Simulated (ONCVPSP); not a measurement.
What one change does to a pseudopotential (Ta, ONCV)

ONCVPSP 4.0.1 input, shortened (lines: element, Z, core and valence counts, functional; n l f; lmax; l rc ep ncon nbas qcut; lloc lpopt rc5 dvloc0; l nproj debl; icmod fcfact rcfact), LDA (Perdew-Wang 92), fully relativistic:

```
  Ta 73.00   10    5  -001012      upf
    1    0    2.00
    2    0    2.00
    2    1    6.00
    3    0    2.00
    3    1    6.00
    3    2   10.00
    4    0    2.00
    4    1    6.00
    4    2   10.00
    4    3   14.00
    5    0    2.00
    5    1    6.00
    5    2    3.00
    6    0    1.75
    6    1    0.25
    3
    0    2.15    0.00    3    6    6.40
    1    2.35    0.00    4    8    5.90
    2    1.95    0.00    4    7    4.50
    3    1.95    0.32    3    7    5.50
    3    5    1.95    0.00
    0    3    1.20
    1    2    1.90
    2    1    3.90
    3    0    0.40
    3    4.75    1.65
```

Open shells are filled in proportion to 2j + 1.

Change: core correction Teter function, fcfact 7.4, rcfact 1.65.

Cutoffs: the cutoffs (Ha) at which the residual kinetic energy of the hardest occupied pseudo-wave falls to 1 and 0.1 mHa per electron; they do not see the model core or the augmentation charge, which bear on the density cutoff. Errors are all-electron minus pseudo energies relative to the spin-unpolarised reference configuration.

Problem. What does the change do?

Solution. The potential gets neither clearly harder nor softer (20 Ha and 42 Ha → 20 Ha and 42 Ha); of the 4 tests that both files solve, the error grows in 2 and shrinks in 0 by more than 15 % and 0.3 meV (median size 4.6 → 5.4 meV); neither file shows a bound ghost. A model core, the more so a compact one, raises the density cutoff, which this test does not measure.

| quantity | base | changed |
| --- | --- | --- |
| cutoff, loose | 20 Ha | 20 Ha |
| cutoff, tight | 42 Ha | 42 Ha |
| bound ghosts | none | none |
| GHOST(+) flags under 300 eV | none | none |
| error for 5s2 5p6 5d3 6s2 6p0, meV [ΔE -1.03 eV] | -0.1 | -0.2 |
| error for 5s2 5p6 5d3 6s1 6p0, meV [ΔE 7.66 eV] | -2.0 | -2.3 |
| error for 5s2 5p6 5d3 6s0 6p0, meV [ΔE 22.96 eV] | -18 | -21 |
| error for 5s2 5p6 5d3 6s0 6p2, meV [ΔE 7.67 eV] | -7.2 | -8.5 |
| s: phases at 2.18 bohr within 0.05 rad from the reference energy up to (Ha; the scan ends near 5) | to the end of the scan | to the end of the scan |
| p3/2: phases at 2.38 bohr within 0.05 rad from the reference energy up to (Ha; the scan ends near 5) | 3.3 | 3.3 |
| p1/2: phases at 2.38 bohr within 0.05 rad from the reference energy up to (Ha; the scan ends near 5) | 3.4 | 3.4 |
| d5/2: phases at 1.98 bohr within 0.05 rad from the reference energy up to (Ha; the scan ends near 5) | 0.8 | 0.8 |
| d3/2: phases at 1.98 bohr within 0.05 rad from the reference energy up to (Ha; the scan ends near 5) | 0.6 | 0.6 |
| f7/2: phases at 1.98 bohr within 0.05 rad from the reference energy up to (Ha; the scan ends near 5) | 0.8 | 0.8 |
| f5/2: phases at 1.98 bohr within 0.05 rad from the reference energy up to (Ha; the scan ends near 5) | 0.9 | 0.9 |
| rms error of d²Exc/dni dnj with the model core, mHa | 2.00 | 2.06 |
